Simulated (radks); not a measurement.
The rhodium ion Rh+ inside a hard spherical wall (all orbitals vanish at R), configuration held at [Kr] 4d8 and not refilled when levels cross. All-electron calculation, scalar-relativistic Kohn-Sham, LDA (Slater exchange, VWN5 correlation), spin-polarised, spherical densities, finite nucleus; open shells are filled with parallel spins first (spin-orbit coupling, left out, can overturn this in heavy ions); Fermi nuclear charge, rms radius 4.4945 fm. Program: a radial shooting solver on a logarithmic mesh with Libxc functionals. Eigenvalues in eV for spin up, with the zero of energy where the potential of the charges vanishes at infinity; a dash marks a level that is unbound or too diffuse for the functional's potential to be trusted. A positive occupied level is held by the wall or, in an anion where self-interaction has pushed it up, behind a barrier. The pressure on the wall is -dE/dV.

[
 {"R (bohr)": "free", "E (hartree)": "-4779.17121", "kinetic (hartree)": "4947.988", "e(3d)": "-308.72", "e(4s)": "-90.849", "e(4p)": "-58.884", "e(4d)": "-14.386", "e(5s, empty)": "-11.358", "e(5p, empty)": "-6.475", "pressure (GPa)": "0"},
 {"R (bohr)": "12", "E (hartree)": "-4779.17121", "kinetic (hartree)": "4947.988", "e(3d)": "-308.72", "e(4s)": "-90.849", "e(4p)": "-58.884", "e(4d)": "-14.386", "e(5s, empty)": "-11.358", "e(5p, empty)": "-6.474", "pressure (GPa)": "< 0.0001"},
 {"R (bohr)": "8", "E (hartree)": "-4779.17113", "kinetic (hartree)": "4947.989", "e(3d)": "-308.71", "e(4s)": "-90.842", "e(4p)": "-58.877", "e(4d)": "-14.379", "e(5s, empty)": "-11.340", "e(5p, empty)": "-6.343", "pressure (GPa)": "0.00544"},
 {"R (bohr)": "7", "E (hartree)": "-4779.17071", "kinetic (hartree)": "4947.993", "e(3d)": "-308.68", "e(4s)": "-90.813", "e(4p)": "-58.849", "e(4d)": "-14.354", "e(5s, empty)": "-11.276", "e(5p, empty)": "-6.106", "pressure (GPa)": "0.0434"},
 {"R (bohr)": "6", "E (hartree)": "-4779.16817", "kinetic (hartree)": "4948.016", "e(3d)": "-308.54", "e(4s)": "-90.684", "e(4p)": "-58.724", "e(4d)": "-14.240", "e(5s, empty)": "-11.017", "e(5p, empty)": "-5.448", "pressure (GPa)": "0.354"},
 {"R (bohr)": "5", "E (hartree)": "-4779.15310", "kinetic (hartree)": "4948.127", "e(3d)": "-307.97", "e(4s)": "-90.166", "e(4p)": "-58.224", "e(4d)": "-13.778", "e(5s, empty)": "-10.014", "e(5p, empty)": "-3.568", "pressure (GPa)": "3.02"},
 {"R (bohr)": "4", "E (hartree)": "-4779.06204", "kinetic (hartree)": "4948.660", "e(3d)": "-305.77", "e(4s)": "-88.257", "e(4p)": "-56.399", "e(4d)": "-12.004", "e(5s, empty)": "-6.166", "e(5p, empty)": "2.256", "pressure (GPa)": "29.1"},
 {"R (bohr)": "3.5", "E (hartree)": "-4778.89561", "kinetic (hartree)": "4949.505", "e(3d)": "-302.96", "e(4s)": "-85.932", "e(4p)": "-54.189", "e(4d)": "-9.707", "e(5s, empty)": "-0.965", "e(5p, empty)": "9.340", "pressure (GPa)": "99.5"},
 {"R (bohr)": "2", "E (hartree)": "-4771.92823", "kinetic (hartree)": "4978.944", "e(3d)": "-256.87", "e(4s)": "-52.599", "e(4p)": "-19.964", "e(4d)": "31.571", "e(5s, empty)": "105.62", "e(5p, empty)": "131.47", "pressure (GPa)": "11200"}
]
